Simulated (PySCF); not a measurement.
## Which basis set comes closest?

Molecule: `COc1ccccn1`, C6H7NO.

Atoms are numbered as in `[CH3:1][O:2][c:3]1[cH:4][cH:5][cH:6][cH:7][n:8]1`; H(Xn) means a hydrogen on atom n.

Geometry PBE0-D3(BJ)/def2-SVP throughout; GIAO in PySCF, gas phase, one conformer, non-relativistic; equivalent atoms averaged; functional PBE0.

Reference values (estimated from measurements, as parent shift plus tabulated substituent increments; solution, not stated per compound (mostly CDCl3 or CCl4); Pretsch, Buehlmann, Badertscher, Structure Determination of Organic Compounds, 4th ed. (2009)): δ(C3) = 164.1 ppm, δ(C4) = 111.0 ppm, δ(C5) = 138.5 ppm, δ(C6) = 116.6 ppm, δ(C7) = 146.9 ppm, δ(H(C4)) = 6.74 ppm, δ(H(C5)) = 7.52 ppm, δ(H(C6)) = 6.84 ppm. Computed shifts are taken against TMS, calculated as an isolated molecule at each level.

Problem. How do the basis sets STO-3G, pcSseg-0, 6-31G, 6-31G*, cc-pVDZ, def2-SVP, pcSseg-1, aug-cc-pVDZ, 6-311+G(2d,p), def2-TZVP perform against the reference? Times are CPU seconds on 1 thread of an Arm Neoverse V2, shared host.

Solution. 
```tsv
basis set	functions	C3	C4	C5	C6	C7	H(C4)	H(C5)	H(C6)	mean abs. error C	mean abs. error H	core-s
STO-3G	47	125.0	96.1	113.8	103.2	120.0	6.56	7.07	6.68	23.8	0.26	4.1
pcSseg-0	86	175.7	122.4	147.5	126.3	159.8	6.82	7.51	6.82	10.9	0.04	8.1
6-31G	86	156.6	109.3	132.4	114.0	142.6	6.94	7.53	6.96	4.4	0.11	8.4
6-31G*	126	153.9	105.2	131.4	110.6	141.9	6.45	7.39	6.62	6.8	0.21	13
cc-pVDZ	147	160.6	109.9	136.6	115.8	146.6	6.53	7.44	6.65	1.5	0.16	18
def2-SVP	147	159.4	108.6	135.6	113.9	145.7	6.56	7.38	6.57	2.8	0.20	16
pcSseg-1	171	168.4	115.0	143.6	120.4	153.6	6.76	7.61	6.78	4.8	0.06	16
aug-cc-pVDZ	247	162.1	109.0	136.1	114.4	147.5	6.86	7.77	6.99	1.8	0.17	39
6-311+G(2d,p)	258	166.8	113.2	141.5	118.4	151.8	6.84	7.68	6.92	2.9	0.11	35
def2-TZVP	290	168.9	114.3	143.3	119.7	153.4	6.80	7.69	6.92	4.5	0.10	49
```

For ¹³C the closest is cc-pVDZ (1.5 ppm) and the furthest STO-3G (23.8 ppm).

For ¹H the closest is pcSseg-0 (0.04 ppm, with pcSseg-1 practically level) and the furthest STO-3G (0.26 ppm). Where a smaller basis beats a larger one, errors probably cancel. One molecule is a small sample, and vibrational and solvent effects are absent from the calculation.

A small basis that lands close on one nucleus may do so by chance; judge by the trend and by all nuclei.
